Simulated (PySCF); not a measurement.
Spinor energies of Xe(51+) (xenon, charge +51)

Start: [He] 2s1; 2s1/2 filled at m_j = +1/2. Calculated with PySCF 2.14 in an even-tempered Gaussian basis (17 s from 31 bohr⁻², ratio 2.4; 12 p from 40 bohr⁻², ratio 2.4; 5 d from 120 bohr⁻², ratio 2.6; 4 f from 180 bohr⁻², ratio 2.6): generalised Hartree-Fock with the X2C-1e Hamiltonian and a Gaussian nucleus; one run each with spin-orbit coupling (SO) switched off, then screened by Boettger's factors.

```json
{"spinor shell": "1s1/2", "electrons": "2", "ε, spin-free (eV)": "-40035.8", "ε, screened SO (eV)": "-40035.8", "weight of nominal j (screened SO)": "1.000", "rms radius, screened SO (bohr)": "0.0303"}
{"spinor shell": "2s1/2", "electrons": "1", "ε, spin-free (eV)": "-9819.0", "ε, screened SO (eV)": "-9819.0", "weight of nominal j (screened SO)": "1.000", "rms radius, screened SO (bohr)": "0.116"}
```

```json
{"quantity": "E (hartree)", "spin-free": "-3362.72259", "screened SO": "-3362.72259"}
{"quantity": "M_J", "spin-free": "1/2", "screened SO": "1/2"}
{"quantity": "⟨J²⟩", "spin-free": "0.750", "screened SO": "0.750"}
{"quantity": "⟨L²⟩", "spin-free": "0.000", "screened SO": "0.000"}
{"quantity": "⟨S²⟩", "spin-free": "0.750", "screened SO": "0.750"}
```

Each row is a mean over spinors that exchange with the open shell spreads, by up to 39.419 eV (1s1/2).

Breit and QED terms are absent; they matter most for the inner s and p1/2 levels.

Densities and radii are taken from the X2C orbitals without a picture-change correction, which distorts them close to the nucleus.

Without spin-orbit coupling the j labels of p, d and f shells carry no meaning; the spin-free column gives the mean over the occupied spinors of each nl shell.
